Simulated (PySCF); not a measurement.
**Excitation energy of W(2+) by level of theory**

W(2+) [Xe] 4f14 5d4 (5D) → W(2+) [Xe] 4f14 5d3 6p1 (high-spin determinant), as a difference of total energies. All numbers are calculated (PySCF 2.14, a scalar-relativistic core potential, in aug-cc-pVDZ-PP with ECP60MDF (5s5p4d2f, 54 functions)). Correlated levels: valence: 5s2 5p6 frozen. The calculations carry no spin-orbit coupling.

```json
{"method": "UHF", "excitation energy (cm⁻¹)": "62849"}
{"method": "LDA", "excitation energy (cm⁻¹)": "63835"}
{"method": "PBE", "excitation energy (cm⁻¹)": "63046"}
{"method": "PBE0", "excitation energy (cm⁻¹)": "64169"}
{"method": "r2SCAN", "excitation energy (cm⁻¹)": "63050"}
{"method": "M06-2X", "excitation energy (cm⁻¹)": "64516"}
{"method": "PBEsol", "excitation energy (cm⁻¹)": "63451"}
{"method": "wB97X-V", "excitation energy (cm⁻¹)": "63997"}
{"method": "TPSS", "excitation energy (cm⁻¹)": "62040"}
{"method": "MP2 (valence)", "excitation energy (cm⁻¹)": "63833"}
{"method": "SCS-MP2 (valence)", "excitation energy (cm⁻¹)": "63177"}
```

The determinant of the upper state mixes LS terms, which raises its energy above the lowest term, most at the Hartree-Fock and MP2 levels.
